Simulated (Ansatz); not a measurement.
Pd₂S₂⁻. Total charge -1; doublet. Geometry PBE0-D4/def2-SVPD; atoms count from 1.

```xyz
4

Pd    0.613   -1.183   -0.389
Pd   -0.613    1.183    0.389
S    -1.379   -0.372   -1.042
S     1.379    0.372    1.042
```

In the def2 sets Pd takes a core potential; there is no spin–orbit coupling. The structure comes from a short search, and lower isomers may exist.

(1) Estimate the Mulliken populations from the PBE0/def2-TZVPD orbitals of Ansatz.

(2) Where does the spin sit?

(3) And the Mayer bond orders between bonded heavy atoms (over 0.3)?

## Answers

(1) 
| atom | charge (e) | spin (α − β) | d electrons |
| --- | --- | --- | --- |
| Pd1 | 0.01 | 0.16 | 9.02 |
| Pd2 | 0.01 | 0.16 | 9.02 |
| S3 | -0.51 | 0.34 | – |
| S4 | -0.51 | 0.34 | – |
Mulliken values and Mayer orders depend strongly on the basis. With diffuse functions, as here, like atoms can get unlike values, and bond orders can come out too low or too high.

(2) Summed by element: Pd 0.31, S 0.69, of 1 unpaired in all. Largest on single atoms: S4 0.34, S3 0.34, Pd2 0.16.

(3) Pd1–Pd2 0.41 (2.78 Å); Pd1–S3 1.06 (2.25 Å); Pd1–S4 1.06 (2.25 Å); Pd2–S3 1.06 (2.25 Å); Pd2–S4 1.06 (2.25 Å).
